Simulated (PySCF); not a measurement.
All values below come from B3LYP-D3(BJ)/def2-TZVP // r2SCAN-D4/def2-SVP in PySCF 2.14.0. Gas-phase values, no solvent. One relaxed conformer stands for a flexible species; it need not be the lowest. B3LYP has the VWN-RPA correlation part, as in Gaussian. 

Reference species: [Y(Cl)(OH)2] (neutral, multiplicity 1).

```
Quantity          Value
-------------  --------
HOMO–LUMO gap   5.73 eV
LUMO           -2.22 eV
```

Changed species: [Y(Cl)3] (0 of 3 Cl replaced by OH; the reference has 2 of 3 Cl replaced by OH).

**Question.** What does the change do to the HOMO–LUMO gap and LUMO?

**Answer.** the HOMO–LUMO gap falls by 0.18 eV, to 5.55 eV; the LUMO decreases by 1.06 eV, to -3.28 eV.
